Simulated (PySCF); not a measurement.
## How methods differ on the ionisation energy of Ag⁺

Ag⁺ [Kr] 4d10 (1S) → Ag²⁺ [Kr] 4d9 (2D), as a difference of total energies. Computed with PySCF 2.14 in aug-cc-pwCVDZ-PP with ECP28MDF (6s6p5d3f, 70 functions), with scalar relativity through the core potential. Correlated levels: valence and next inner shell: nothing frozen outside the core potential. The calculations carry no spin-orbit coupling.

| method | ionisation energy (eV) |
| --- | --- |
| UHF | 19.709 |
| MP2 (valence and next inner shell) | 21.665 |
| SCS-MP2 (valence and next inner shell) | 21.404 |
| CCSD (valence and next inner shell) | 21.181 |
| CCSD(T) (valence and next inner shell) | 21.291 |

Task: How much does correlation contribute at CCSD(T) (valence and next inner shell)?

Result: 21.291 − (19.709) = 1.582 eV, measured against UHF.

The reference lies between the lowest fine-structure levels, while these numbers refer to the centres of the terms.

Errors of the correlated levels include the incompleteness of this basis.

For comparison: 21.484 eV (measured; NIST Atomic Spectra Database, ionization energies).
